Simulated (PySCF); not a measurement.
Geometry (Å), atoms numbered from 1 in this order:
```xyz
15

O     2.6866   -0.2001    0.3627
C     1.7296   -1.1913    0.2527
C     0.3976   -0.6348   -0.1972
C    -0.7357   -1.4318   -0.3913
C    -1.9118   -0.8229   -0.8085
C    -1.9234    0.5576   -1.0182
C    -0.7467    1.2644   -0.7976
N     0.3819    0.6796   -0.3978
H     2.2166    0.6181    0.1125
H     2.0382   -1.9743   -0.4710
H     1.5758   -1.7164    1.2185
H    -0.6874   -2.5096   -0.2167
H    -2.8153   -1.4162   -0.9704
H    -2.8269    1.0749   -1.3464
H    -0.7087    2.3486   -0.9490
```

- GIAO KT3/pcSseg-1 shieldings
- PBE0-D3(BJ)/def2-SVP geometry
- code: PySCF
- single conformer, no solvent, fast rotation and ring inversion assumed for equivalent nuclei, relativity neglected

δ = σ(ref) − σ, references computed at the same level: ¹³C (182.31 ppm) and ¹H (31.32 ppm) vs TMS; ¹⁷O (329.03 ppm) vs H2O; NH3 for ¹⁵N (262.01 ppm).

```tsv
atoms	nucleus	count	δ (ppm)
C5	¹³C	1	128.1
H13	¹H	1	?
H12	¹H	1	?
C4	¹³C	1	?
C6	¹³C	1	?
C3	¹³C	1	152.6
H14	¹H	1	6.84
C2	¹³C	1	64.9
H15	¹H	1	8.33
N8	¹⁵N	1	297.1
C7	¹³C	1	140.3
H10/H11	¹H	2	4.90
H9	¹H	1	4.44
O1	¹⁷O	1	8.7
```

Question: Fill in the missing shifts.

Answer: 
- C6: 115.8 ppm, aromatic CH
- C4: 114.5 ppm, aromatic CH
- H13: 7.37 ppm, hydrogen on an aromatic CH; aromatic region
- H12: 6.82 ppm, hydrogen on an aromatic CH; aromatic region

OH and NH positions are those of a molecule without intermolecular hydrogen bonds; in solution they move with solvent, concentration and temperature, and exchange usually removes their couplings. Shifts are as computed, not scaled to solution data. Of 1211 compounds with measured shifts, 218 miss one by over three times the rms of a fit or turn the order of signals round; such compounds aren't used in these exercises. Experimental scales use liquid or dissolved standards, which lie at an offset from isolated NH3 (liquid NH3: subtract about 20 ppm) and H2O (liquid H2O: subtract about 36 ppm). Unscaled 15N shifts of sp2 nitrogen come out 20 to 40 ppm too high even then.
